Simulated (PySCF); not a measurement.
C7H10N2: calculation and literature

Geometry (Å), atoms numbered from 1 in this order:
```xyz
19

C    -1.719   -1.346    0.413
N    -1.092   -0.165   -0.127
C    -1.898    0.801   -0.833
C     0.247    0.038    0.029
C     0.893    1.176   -0.483
C     2.252    1.324   -0.294
N     3.018    0.456    0.348
C     2.415   -0.618    0.834
C     1.065   -0.879    0.710
H    -1.600   -1.393    1.500
H    -1.292   -2.254   -0.023
H    -2.782   -1.329    0.189
H    -1.864    1.778   -0.341
H    -1.556    0.920   -1.866
H    -2.932    0.467   -0.854
H     0.352    1.936   -1.019
H     2.764    2.195   -0.684
H     3.058   -1.316    1.356
H     0.663   -1.781    1.139
```

Published estimates (parent shift plus substituent increments) and measurements: δ ¹³C C4 155.1; C6/C8 150.4; C5/C9 107.4; δ ¹H H17/H18 8.21; H16/H19 6.48 ppm (estimated from measurements, as parent shift plus tabulated substituent increment; solution, not stated per compound (mostly CDCl3 or CCl4); Pretsch, Buehlmann, Badertscher, Structure Determination of Organic Compounds, 4th ed. (2009)).

PySCF 2.14.0 with density-fitted response routines calculation with GFN2-xTB structure and NMR shieldings at PBE0/pcSseg-1/GIAO; non-relativistic Hamiltonian, gas phase, a single conformation, fast rotation and ring inversion assumed for equivalent nuclei.

Question: How close does the calculation come?

Answer: 
Reference values: estimated from measurements, as parent shift plus tabulated substituent increment (solution, not stated per compound (mostly CDCl3 or CCl4); Pretsch, Buehlmann, Badertscher, Structure Determination of Organic Compounds, 4th ed. (2009)).
| atoms | quantity | reference | computed | computed, scaled |
| --- | --- | --- | --- | --- |
| C4 | δ ¹³C | 155.1 | 155.7 | 149.5 |
| C6/C8 | δ ¹³C | 150.4 | 155.8 | 149.6 |
| C5/C9 | δ ¹³C | 107.4 | 108.8 | 103.8 |
| H17/H18 | δ ¹H | 8.21 | 8.64 | 8.24 |
| H16/H19 | δ ¹H | 6.48 | 6.29 | 6.03 |

Computed shifts are σ(ref) − σ with the named reference compound (TMS for H and C) calculated as an isolated molecule at the same level. The measured values may be among those fitted. Scaled to experiment by linear calibration (H and C: mostly CDCl3 data, vs TMS): ¹³C (scatter 2.1 ppm rms, 2.3 ppm with the 13 outliers that the fit left out); ¹H (scatter 0.17 ppm rms, 0.18 ppm with the 4 outliers that the fit left out). A few per cent of atoms miss by over 2 rms, more outside the fitted compound classes.

Question: How far are the unscaled ¹³C shifts from the references?

Answer: Mean signed difference +2.47 ppm, mean absolute 2.47 ppm over 3 comparisons; the largest is +5.4 ppm at C6/C8 (aromatic CH next to a ring nitrogen).

Question: How far are the unscaled ¹H shifts from the references?

Answer: Mean signed difference +0.12 ppm, mean absolute 0.31 ppm over 2 comparisons; the largest is +0.43 ppm at H17/H18 (hydrogen on an aromatic CH next to a ring nitrogen).

5 of the 19 published NMR values on file for this molecule are compared. The rest: values whose atom or origin is in doubt.
